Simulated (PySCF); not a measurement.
diboron tetrafluoride (B2F4), SMILES FB(F)B(F)F.

The structure is a stationary point at PBE0-D3(BJ)/def2-SVP. One conformer was computed; it need not be the lowest.

The numbers are results of PySCF with ωB97X/def2-TZVP, not measurements.

Symmetry labels are those of the subgroup D2 that the program uses (full group D2).

### Question
List the valence orbital energies around the gap with their symmetry. (An estimate is asked for; the answer gives what the named calculation found.)

### Answer

```
orbital  symmetry  energy (eV)
-------  --------  -----------
HOMO−7         B1       -17.02
HOMO−6         B3       -17.01
HOMO−5         B2       -16.42
HOMO−4          A       -15.55
HOMO−3         B2       -15.45
HOMO−2         B3       -15.07
HOMO−1         B1       -15.06
HOMO            A       -12.54
LUMO           B1         1.47
LUMO+1         B3         1.51
LUMO+2          A         3.03
LUMO+3         B2         3.72
```
